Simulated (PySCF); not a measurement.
H12MgO6 (SMILES [OH2]->[Mg+2](<-[OH2])(<-[OH2])(<-[OH2])(<-[OH2])<-[OH2]), charge +2, singlet, at a GFN2-xTB geometry (such geometries of metal compounds can be far from the true shape), with bond 15-14 at 2.0 times its length; DF-R2SCAN/def2-SV(P) in PySCF.

PySCF was given this input:
```python
from pyscf import gto, scf, dft

mol = gto.Mole()
mol.atom = '''
    Mg   -0.00000000    0.00000000    0.00000000
    O    -0.67410002    1.61759197   -0.90674974
    H    -1.47643835    1.68900628   -1.43316959
    H    -0.26435890    2.48826645   -0.90842274
    O     1.54915358    1.02153103    0.67067670
    H     1.60152104    1.50787032    1.49934817
    H     2.39901627    1.13013345    0.23260869
    O     1.01927525   -0.48278389   -1.61901432
    H     1.57980187   -1.25618434   -1.73574607
    H     1.05237658    0.00944227   -2.44519975
    O    -1.01927525    0.48278389    1.61901432
    H    -1.57980187    1.25618434    1.73574607
    H    -1.05237658   -0.00944227    2.44519975
    O    -1.54915358   -1.02153103   -0.67067670
    H    -1.65388850   -1.99420961   -2.32801964
    H    -2.39901627   -1.13013345   -0.23260869
    O     0.67410002   -1.61759197    0.90674974
    H     0.26435890   -2.48826645    0.90842274
    H     1.47643835   -1.68900628    1.43316959
'''
mol.basis = 'def2-sv(p)'
mol.charge = 2
mol.verbose = 4
mol.build()

mf = dft.RKS(mol)
mf.xc = 'r2scan'
mf.level_shift = 1.0
mf.max_cycle = 100
mf = mf.density_fit(auxbasis='def2-universal-jkfit')
mf.kernel()
mf.analyze()
```

**Question.** Predict the main parts of the log of this PySCF run.

**Answer.** 
```
PySCF version 2.14.0

[INPUT] verbose = 4
[INPUT] num. atoms = 19
[INPUT] num. electrons = 70
[INPUT] charge = 2
[INPUT] spin (= nelec alpha-beta = 2S) = 0
[INPUT] symmetry False subgroup None
[INPUT] Mole.unit = angstrom
[INPUT] Symbol           X                Y                Z      unit          X                Y                Z       unit  Magmom
[...]
nuclear repulsion = 486.84485892714
number of shells = 68
number of NR pGTOs = 228
number of NR cGTOs = 126
basis = def2-sv(p)
ecp = {}

******** <class 'pyscf.df.df_jk.DFRKS'> ********
method = DFRKS
initial guess = minao
damping factor = 0
level_shift factor = 1.0
DIIS = <class 'pyscf.scf.diis.CDIIS'>
diis_start_cycle = 1
diis_space = 8
diis_damp = 0
SCF conv_tol = 1e-09
SCF conv_tol_grad = None
SCF max_cycles = 100
direct_scf = False
XC library pyscf.dft.libxc version 7.1.2
    S. Lehtola, C. Steigemann, M. J. T. Oliveira, and M. A. L. Marques,  SoftwareX 7, 1–5 (2018)
XC functionals = r2scan
    J. W. Furness, A. D. Kaplan, J. Ning, J. P. Perdew, and J. Sun,  J. Phys. Chem. Lett. 11, 8208–8215 (2020)
    J. W. Furness, A. D. Kaplan, J. Ning, J. P. Perdew, and J. Sun,  J. Phys. Chem. Lett. 11, 9248–9248 (2020)
    J. W. Furness, A. D. Kaplan, J. Ning, J. P. Perdew, and J. Sun,  J. Phys. Chem. Lett. 11, 8208–8215 (2020)
    J. W. Furness, A. D. Kaplan, J. Ning, J. P. Perdew, and J. Sun,  J. Phys. Chem. Lett. 11, 9248–9248 (2020)
radial grids:
    Treutler-Ahlrichs [JCP 102, 346 (1995); DOI:10.1063/1.469408] (M4) radial grids

becke partition: Becke, JCP 88, 2547 (1988); DOI:10.1063/1.454033
pruning grids: <function nwchem_prune>
grids dens level: 3
symmetrized grids: False
atomic radii adjust function: <function treutler_atomic_radii_adjust>
small_rho_cutoff = 0
Set gradient conv threshold to 3.16228e-05
Initial guess from minao.
tot grids = 220768
init E= -658.255089097036
[...]
cycle= 1 E= -656.894634535322  delta_E= 1.36  |g|= 1.22  |ddm|= 3.53
[...]
cycle= 2 E= -657.261142561782  delta_E= -0.367  |g|= 0.489  |ddm|= 0.952
[...]
cycle= 3 E= -657.332765976156  delta_E= -0.0716  |g|= 0.204  |ddm|= 0.358
[...]
cycle= 4 E= -657.349414577264  delta_E= -0.0166  |g|= 0.115  |ddm|= 0.174
[...]
cycle= 5 E= -657.354995670387  delta_E= -0.00558  |g|= 0.0644  |ddm|= 0.0996
[...]
cycle= 6 E= -657.356949465441  delta_E= -0.00195  |g|= 0.0404  |ddm|= 0.0587
[...]
cycle= 7 E= -657.357766048075  delta_E= -0.000817  |g|= 0.0265  |ddm|= 0.0366
[...]
[...]
[...]
cycle= 55 E= -657.358602431997  delta_E= -1.29e-09  |g|= 8.77e-05  |ddm|= 2.47e-05
[...]
cycle= 56 E= -657.358602433024  delta_E= -1.03e-09  |g|= 7.83e-05  |ddm|= 2.21e-05
[...]
cycle= 57 E= -657.358602433849  delta_E= -8.25e-10  |g|= 6.99e-05  |ddm|= 1.97e-05
[...]
cycle= 58 E= -657.358602434502  delta_E= -6.54e-10  |g|= 6.25e-05  |ddm|= 1.76e-05
[...]
cycle= 59 E= -657.358602435027  delta_E= -5.25e-10  |g|= 5.58e-05  |ddm|= 1.57e-05
[...]
cycle= 60 E= -657.358602435443  delta_E= -4.16e-10  |g|= 4.98e-05  |ddm|= 1.4e-05
[...]
cycle= 61 E= -657.358602435775  delta_E= -3.33e-10  |g|= 4.45e-05  |ddm|= 1.25e-05
[...]
cycle= 62 E= -657.358602436037  delta_E= -2.62e-10  |g|= 3.97e-05  |ddm|= 1.12e-05
[...]
cycle= 63 E= -657.35860243625  delta_E= -2.13e-10  |g|= 3.55e-05  |ddm|= 9.99e-06
[...]
cycle= 64 E= -657.358602436423  delta_E= -1.73e-10  |g|= 3.17e-05  |ddm|= 8.92e-06
[...]
cycle= 65 E= -657.358602436554  delta_E= -1.31e-10  |g|= 2.83e-05  |ddm|= 7.96e-06
[...]
Extra cycle  E= -657.358602431465  delta_E= 5.09e-09  |g|= 0.000137  |ddm|= 0.000163
converged SCF energy = -657.358602431465
**** SCF Summaries ****
Total Energy =                        -657.358602431464988
Nuclear Repulsion Energy =             486.844858927140251
One-electron Energy =                -1857.141910699802793
Two-electron Energy =                  712.938449341197611
Two-electron Coulomb Energy =          784.707985939654804
DFT Exchange-Correlation Energy =      -71.769536598457137
HOMO-LUMO gap [eV] =                     2.201771534888589
**** MO energy ****
[...]
 ** Mulliken pop on meta-lowdin orthogonal AOs  **
 ** Mulliken pop  **
 ** Mulliken atomic charges  **
charge of    0Mg =      1.53406
charge of    1O =     -0.65038
charge of    2H =      0.36460
charge of    3H =      0.36170
charge of    4O =     -0.65171
charge of    5H =      0.36373
charge of    6H =      0.36388
charge of    7O =     -0.64630
charge of    8H =      0.36112
charge of    9H =      0.36112
charge of   10O =     -0.64191
charge of   11H =      0.36489
charge of   12H =      0.36489
charge of   13O =     -0.64777
charge of   14H =      0.37139
charge of   15H =      0.35076
charge of   16O =     -0.65038
charge of   17H =      0.36460
charge of   18H =      0.36170

WARN: System has nonzero charge 2; the dipole moment is origin-dependent.
Location of origin: [0. 0. 0.]

Dipole moment(X, Y, Z, Debye): -0.15005, -0.83365, -1.37567
```
